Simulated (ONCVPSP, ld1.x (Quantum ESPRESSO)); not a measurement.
# Potentials for Si (Z = 14) compared

Generated with ld1.x 7.5 (TM, RRKJ, ultrasoft, PAW), atompaw 4.2 or ONCVPSP 4.0.1. The cutoff is in Ry: for ld1.x and atompaw files where the sum of valence levels is converged to 10 mRy in a Bessel basis, for ONCV files where the hardest occupied wave has 1 mHa per electron of residual kinetic energy. The error is the largest all-electron minus pseudo excitation energy over each file’s own four to seven test configurations (ionisations up to +4, promotions, holes and added fractions of an electron), all of which were solved. The labels leave out finer settings (local radius, basis sizes, second energies), which also bear on the numbers. Spin-polarised tests are not counted. The rows are a selection from randomly drawn settings: files with unsolved tests, undetermined cutoffs or missed reference levels are left out.

```csv
potential,cutoff (Ry),largest error (meV),bound ghosts
"TM, PBE, scalar-relativistic, rc 1.55/2.25 (sp), local smoothed, core correction yes, reference 3s2 3p1.5",15,+18,none
"TM, LDA (PZ), scalar-relativistic, rc 1.70/1.65 (sp), local s, core correction yes, reference 3s2 3p2",15,+50,none
"ONCV, Wu-Cohen, scalar-relativistic, rc 1.75/1.55 (sp), local smoothed, core correction yes, reference 3s2, qcut 4.4/6.2, projectors 2/1",17,+457,none
"TM, PBEsol, scalar-relativistic, rc 1.55/1.45 (sp), local smoothed, core correction yes, reference 3s1.75 3p2.25",40,+149,none
"TM semilocal, BLYP, scalar-relativistic, rc 1.60/2.00 (sp), local s, core correction no, reference 3s2 3p1.75",15,+34,none
```

Task: Fill in the row for Si: TM, LDA (PZ), scalar-relativistic, rc 1.60/2.30 (sp), local s, core correction no, reference 3s2 3p2.

Result: cutoff 15 Ry, largest error +229 meV, bound ghosts: none.

Task: Fill in the row for Si: PAW, BLYP, non-relativistic, rc 2.00/2.05 (sp), local smoothed, core correction yes, reference 3s2 3p0.

Result: cutoff 6 Ry, largest error -22 meV, bound ghosts: none.
